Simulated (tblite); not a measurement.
Species: C7H11O (doublet state).
Numbering: `[CH3:1][CH2:2][C@@:3]12[CH2:4][CH2:5][CH:6][C@@H:7]1[O:8]2` (hydrogens: H9, H10, H11 on C1; H12, H13 on C2; H14, H15 on C4; H16, H17 on C5; H18 on C6; H19 on C7)

Structure used (GFN2-xTB), in Å, numbered top down from 1:
```
atom  x, y, z in Å
C1     2.2001    0.3821   -0.6297
C2     1.4179   -0.9119   -0.4195
C3    -0.0298   -0.6533   -0.0813
C4    -0.4087   -0.1127    1.2907
C5    -1.7783    0.5729    1.0947
C6    -1.9444    0.7207   -0.3748
C7    -1.0171   -0.1359   -1.0690
O8    -0.9971   -1.4993   -0.6266
H9     3.2294    0.1582   -0.8981
H10    2.2070    0.9846    0.2750
H11    1.7532    0.9705   -1.4277
H12    1.8705   -1.4954    0.3865
H13    1.4516   -1.5151   -1.3290
H14   -0.4578   -0.9199    2.0212
H15    0.3417    0.6060    1.6195
H16   -2.5790   -0.0504    1.5135
H17   -1.8314    1.5361    1.6098
H18   -2.6483    1.3770   -0.8439
H19   -0.7893   -0.0048   -2.1188
```

Level: GFN2-xTB in tblite, geometry and Hessian alike; calculated harmonic values, unscaled, isolated species. The method is semi-empirical: single wavenumbers can be off by several per cent or more. One conformer, not necessarily the lowest. Open shells enter through the occupations alone, without spin polarisation, and single modes of such species can be off by tens of per cent.

Harmonic wavenumbers (cm⁻¹): 74.9, 104.4, 167.5, 204.3, 279.6, 317.4, 364.0, 449.1, 503.3, 563.3, 701.5, 731.7, 799.4, 814.7, 907.2, 936.5, 968.9, 975.8, 990.2, 1026.1, 1038.5, 1079.6, 1092.0, 1102.6, 1128.8, 1179.3, 1204.6, 1223.1, 1248.8, 1262.5, 1301.8, 1312.7, 1326.8, 1403.7, 1412.9, 1446.4, 1466.5, 1477.0, 1499.2, 1503.4, 2874.0, 2942.2, 2965.2, 2990.8, 2993.6, 3005.6, 3038.0, 3041.1, 3042.5, 3046.6, 3168.9.

A = 3550, B = 1705, C = 1547 MHz; mass 111.081 u (most abundant isotopes); point group C1, symmetry number 1; spin multiplicity 2.

**Question.** Zero-point energy?

**Answer.** Half the sum of the wavenumbers: 35349 cm⁻¹ = 101.07 kcal/mol.

**Question.** Entropy at 500 K, 1 bar (ideal gas, RRHO, classical rotation)?

**Answer.** Translation 42.63, rotation 29.47, vibration 38.05, spin (R ln 2) 1.38: S = 111.5 cal/(mol K).

**Question.** And Cp and H(500 K) − H(0)?

**Answer.** Cp = 52.89 cal/(mol K), of which vibrations give 44.94 (their classical limit is 51 R = 101.3); H(500 K) − H(0) = 14.53 kcal/mol without the zero-point energy, 10.56 from vibrations.

**Question.** Blend soft modes into free rotors: weight 1/[1 + (100 cm⁻¹/ν̃)⁴] for the oscillator and the rest for a rotor with moment μB/(μ + B), μ = h/(8π²ν), B = 10⁻⁴⁴ kg m². What vibrational entropy results?

**Answer.** 36.43 cal/(mol K) in place of 38.05, which changes −T·S at 500 K by +0.81 kcal/mol.

**Question.** How do the functions run with temperature in this model?

**Answer.** 
| T (K) | S (cal/(mol K)) | Cp (cal/(mol K)) | H − H(0) (kcal/mol) | G − H(0) (kcal/mol) | ln q(vib) |
| --- | --- | --- | --- | --- | --- |
| 50 | 56.5 | 10.9 | 0.45 | -2.38 | 0.19 |
| 100 | 65.5 | 15.3 | 1.10 | -5.44 | 0.85 |
| 298.15 | 89.6 | 33.0 | 5.78 | -20.92 | 4.41 |
| 373.15 | 97.8 | 40.9 | 8.55 | -27.95 | 5.89 |
| 750 | 136.4 | 69.6 | 30.01 | -72.29 | 13.91 |
| 1000 | 158.0 | 80.4 | 48.86 | -109.16 | 19.19 |

q(vib) and H(0) count from the zero-point level.

**Question.** What must be added to the electronic energy to get the Gibbs energy at 500 K and 1 bar?

**Answer.** ZPE + [H(500 K) − H(0)] − T·S = 101.07 + 14.53 − 55.76 = 59.84 kcal/mol.

Hindered rotation and anharmonicity are outside this model. Other conformers, if any are populated, would add a mixing term that is left out. The structure is chiral; the term R ln 2 for an equal mix with its mirror image is left out.
